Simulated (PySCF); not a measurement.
C2H9ClOSi2, SMILES Cl[SiH2][SiH2]OCC.

The structure is a stationary point at B3LYP-D3(BJ)/def2-SVP. This is a generated structure with no PubChem entry under its InChIKey; it may be hypothetical. Other conformers were not sampled.

Two levels are set side by side: PBE/def2-TZVP (PySCF) and r2SCAN/def2-TZVP (PySCF). Same geometry, gas phase. Differences are taken from unrounded values.

| quantity | r2SCAN |
|---|---|
| orbital gap (eV) | 5.66 |
| highest occupied level (eV) | -7.05 |
| lowest empty level (eV) | -1.39 |
| dipole moment (D) | 2.34 |
| mean polarisability (bohr³) | 96.4 |

Task: What does PBE give, and how far is it from r2SCAN? (The exact figures need the calculation; the answer reports its results.)

Result: 
| quantity | PBE | PBE minus r2SCAN |
|---|---|---|
| orbital gap (eV) | 5.03 | -0.62 |
| highest occupied level (eV) | -6.71 | 0.33 |
| lowest empty level (eV) | -1.68 | -0.29 |
| dipole moment (D) | 2.24 | -0.10 |
| mean polarisability (bohr³) | 99.6 | 3.2 |

Rough cost on one machine, each run with all the roots and properties that it gave: r2SCAN against PBE about 4 times.
